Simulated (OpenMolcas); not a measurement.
## Nb2+: effect of the IPEA shift

| Quantity | Value |
| --- | --- |
| Program | OpenMolcas |
| Basis | ANO-RCC-VTZP [7s6p4d2f1g] |
| Scalar Hamiltonian | DKH2, point nucleus |
| Active space | 3 electrons in 5 orbitals (4d) |
| State averaging | 2S+1 = 4 even, 10 roots; 2S+1 = 2 even, 40 roots kept (CI in the orbitals of an earlier block) |
| Spin-orbit coupling | RASSI with atomic mean-field integrals over the reference wave functions, term energies averaged over their components |

Methods on the same reference wave functions:
A. CASSCF
B. MS-CASPT2, IPEA 0 Eh, imaginary shift 0.1 Eh (closed shells correlated: 4s 4p)
C. MS-CASPT2, IPEA 0.25 Eh, imaginary shift 0.1 Eh (closed shells correlated: 4s 4p)

Energies in eV above 4d3 4F 3/2, the measured ground level; measured values from the list in Shadmi, J. Res. Natl. Bur. Stand. 70A, 435 (1966).

| Level | A | B | C | Measured |
| --- | --- | --- | --- | --- |
| 4d3 4F 3/2 | 0.0000 | 0.0000 | 0.0000 | 0.0000 |
| 4d3 4F 5/2 | 0.0625 | 0.0649 | 0.0644 | 0.0640 |
| 4d3 4F 7/2 | 0.1444 | 0.1475 | 0.1468 | 0.1459 |
| 4d3 4F 9/2 | 0.2413 | 0.2420 | 0.2419 | 0.2404 |
| 4d3 4P 1/2 | 1.3932 | 1.056 | 1.113 | 1.0742 |
| 4d3 4P 3/2 [69 %] | 1.4059 | 1.040 | 1.102 | 1.0672 |
| 4d3 2G 7/2 | 1.4903 | 1.109 | 1.185 | 1.1451 |
| 4d3 4P 5/2 | 1.4926 | 1.179 | 1.230 | 1.1895 |
| 4d3 2G 9/2 | 1.5594 | 1.184 | 1.257 | 1.2156 |
| 4d3 2P 1/2 | 1.9486 | 1.279 | 1.364 |  |
| 4d3 2H 9/2 | 1.9721 | 1.625 | 1.677 | 1.6014 |
| 4d3 2H 11/2 | 2.0151 | 1.671 | 1.721 | 1.6445 |
| 4d3 2D 5/2(1) | 2.2000 | 1.598 | 1.714 | 1.6234 |
| 4d3 2D 3/2(1) [62 %] | 2.2068 | 1.577 | 1.683 |  |
| 4d3 2F 7/2 | 3.2833 | 2.505 | 2.611 | 2.4625 |
| 4d3 2F 5/2 | 3.3153 | 2.535 | 2.641 | 2.4766 |
| 4d3 2D 5/2(2) | 5.1224 | 4.058 | 4.120 |  |
| 4d3 2D 3/2(2) | 5.1594 | 4.096 | 4.162 |  |

Deviations, from unrounded energies. A percentage is the sum of absolute deviations over the sum of measured energies, with the sign that they share, or ± where signs differ.

```json
{"Against measurement": "mean absolute deviation (cm-1)", "Levels": "13", "A": "2900", "B": "190", "C": "470"}
{"Against measurement": "fine structure of the ground term (%)", "Levels": "3", "A": "±0.8", "B": "+0.9", "C": "+0.6"}
{"Against measurement": "other terms of the ground configuration (%)", "Levels": "10", "A": "+29.9", "B": "±1.9", "C": "+4.8"}
```

B lies closest to measurement on these levels and A furthest from it. The largest miss of B in the table is 4d3 2F 5/2, by +470 cm-1. The ranking rests on the paired levels alone, and a cruder setting can come out closer through cancelling errors.

Between B and C the level of the table that moves most is 4d3 2D 5/2(1), by 940 cm-1 (lowest in B, highest in C). Moves below CASPT2's spread within the term are not significant.

The mean deviations of B to C differ by less than CASPT2's widest spread within a term (780 cm-1), so their order carries little weight.

From A to B the spin-free energies of the other terms of 4d3 shown, above 4F, scale by factors of 0.62 to 0.81.

The lowest spin-free term lies below A's lowest term by 0.292 hartree in B, 0.283 hartree in C.

CASPT2 breaks the degeneracy within a term, and the mean is taken; among the terms shown or strongly mixed into the levels shown the widest spread is 780 cm-1 (4d3 4F, B). Levels of configurations with an s electron are missing; early in the row they begin among the upper levels of the d shell and mix with terms of their name. Terms from blocks run as CI alone lack orbitals of their own. The CASPT2 spread within a term exceeds the gap to the next term for 4d3 2D(1) and 4d3 2H, so the order of their levels is uncertain (figures for B; the like holds for C). Without dynamic correlation excited terms often stand tens of per cent too high (terms of higher spin than the ground term too low), and those without a measured partner can miss by more than the paired ones (holds for A). Measured partners are found by configuration, term and J. A level has none where our copy of the source lacks it or the pairing is in doubt (some pairs that miss far off the trend of their configuration count as doubtful), and it then counts in no deviation. Only configurations of the active space appear. Levels that lie high or do not pair safely by name in every column are left out.

A share in square brackets marks a mixed level and gives the weight of the term that names it, the lowest over the columns. A number in round brackets counts repeated terms of one configuration in the order of the reference energies.
